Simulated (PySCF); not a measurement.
**Si 2p3/2 core levels and what the atom is bonded to**

Gas-phase molecules, one conformer each, relaxed by PBE0-D3(BJ)/def2-SVP with no frequency check. Core levels by delta-SCF with SCAN, pcX-2 on the ionised atom and pcseg-1 elsewhere, spin-free X2C (2p3/2 is the spin-free 2p value less a third of a first-order spin-orbit splitting); energies from the vacuum level.

```tsv
structure (SMILES)	Si bonded to	mean electronegativity of these (Pauling)	Si 2p3/2 (eV)
P[SiH]1[SiH2][SiH2][SiH2][SiH2]1	1 P + 2 Si + 1 H	2.05	106.02
C[Si]([GeH3])([GeH3])[GeH3]	1 C + 3 Ge	2.14	105.97
C[Si](C)(Cl)Cl	2 C + 2 Cl	2.85	108.19
[SiH3]C[Si](Cl)(Cl)N[SiH3]	1 C + 2 Cl + 1 N	2.98	?
[SiH3]O[Si]([SiH3])(O[SiH3])O[SiH3]	3 O + 1 Si	3.06	107.86
CO[Si](N)(F)Cl	1 Cl + 1 F + 1 N + 1 O	3.41	109.14
F[Si](Cl)(O[SiH3])O[SiH3]	1 Cl + 1 F + 2 O	3.50	109.68
```

Fit a straight line to the complete rows and predict the core level of Si in [SiH3]C[Si](Cl)(Cl)N[SiH3], bonded to 1 C + 2 Cl + 1 N.

E = 100.867 + 2.449·χ (6 points, rms 0.28 eV, correlation 0.980). At 2.98 this gives 108.17 eV; the calculation itself gave 108.41 eV, so the fit is off by 0.24.

For scale, for [SiH3]C[Si](Cl)(Cl)N[SiH3]: the job took 59 s on 1 thread of Arm Neoverse V2 (aarch64), shared host, peak memory 0.73 GiB, launched as `OMP_NUM_THREADS=1 python cluster_run.py task.json out`.
